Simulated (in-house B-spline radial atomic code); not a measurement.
A fraction x of an electron is removed from 3p in Kr2+, starting from [Ar] 3d10 4s2 4p4 and keeping the highest spin. Level of theory: scalar-relativistic (X2C) r2SCAN, spin-polarised, spherical fractional occupations, Fermi nucleus of rms radius 4.1884 fm; calculated with an all-electron radial atomic-structure program (B-spline basis).

```
   x  E(x) - E(0) (eV)  3p down level (eV)
   0            0.0000            -224.791
0.06           13.5365            -226.428
0.24           54.7381            -231.377
0.34                 ?                   ?
0.39           89.7566            -235.543
 0.5                 ?                   ?
0.59          137.4251            -241.153
0.71          166.5669            -244.548
0.79          186.2217            -246.823
 0.9          213.5449            -249.966
   1          238.6850            -252.837
```

Question: What belongs in the row x = 0.34?

Answer: An energy change of 78.0143 eV; 3p down at -234.150 eV.

Question: What belongs in the row x = 0.5?

Answer: An energy change of 115.8354 eV; 3p down at -238.620 eV.

Question: Check Janak's theorem between x = 0.06 and 0.24.

Answer: The slope of the energy is 228.90 eV; the orbital levels give 228.90 eV (-ε of the emptying orbital, averaged over the two points).
